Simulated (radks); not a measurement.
Task: The mean radii <r> (bohr) of the occupied orbitals of an atom or ion are listed with their occupations. Calculated with a radial shooting solver on a logarithmic mesh with Libxc functionals: scalar-relativistic Kohn-Sham, PBEsol, spin-polarised, spherical densities, finite nucleus; Fermi nuclear charge, rms radius of each element as measured or else 0.836 A^(1/3) + 0.57 fm.

| orbital | occ. | <r> |
|---|---|---|
| 1s up | 1 | 0.1762 |
| 1s down | 1 | 0.1759 |
| 2s up | 1 | 0.8362 |
| 2s down | 1 | 0.8447 |
| 2p up | 1 | 0.7689 |
| 7f up | 1 | 16.20 |

Name the element and its charge. Open shells, if any, are filled with parallel spins first.

Result: Z = 9, fluorine, charge +3: F3+ in [He] 2s2 2p1 7f1. The 1s radius gives Z: for a bare nucleus <r> = (2 gamma + 1)/(2Z) with gamma = sqrt(1 - (Z/c)^2), 0.1664 bohr for Z = 9, and screening makes it slightly larger (0.1762 here). The occupations add up to 6, and the charge is Z minus that.
